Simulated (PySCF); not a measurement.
Isomers of C8H6ClN, one GFN2-xTB conformer each. Single-point energies are computed at PBE0/pcSseg-1 (PySCF, gas phase, no added dispersion term), electronic only.

Question: Rank them by PBE0/pcSseg-1 energy, lowest first (kJ/mol).
A. `n12cccc2ccc(c1)Cl`
B. `[CH2:1]=[C:2]=[C:3]=[CH:4][n:5]1[cH:6][cH:7][cH:8][c:9]1[Cl:10]` with C3–C4–N5–C6 0°

Answer: A (0.0), B (270.1).

As drawn, the higher has cumulated double bonds and a C=C bond outside aromatic rings, which the lower lacks. GFN2-xTB itself gives, in the same order: 0.0, 260.8. Both levels put the same isomer lowest.

Which frontier levels, dipoles and rotational constants go with these structures?

| SMILES | HOMO (eV, PBE0/pcSseg-1) | LUMO (eV) | dipole (D) | A, B, C (MHz) |
| --- | --- | --- | --- | --- |
| Clc1ccc2cccn2c1 | -5.78 | -1.09 | 0.89 | 3419, 745.4, 612.0 |
| C=C=C=Cn1cccc1Cl | -6.45 | -1.89 | 1.19 | 2251, 642.0, 499.5 |
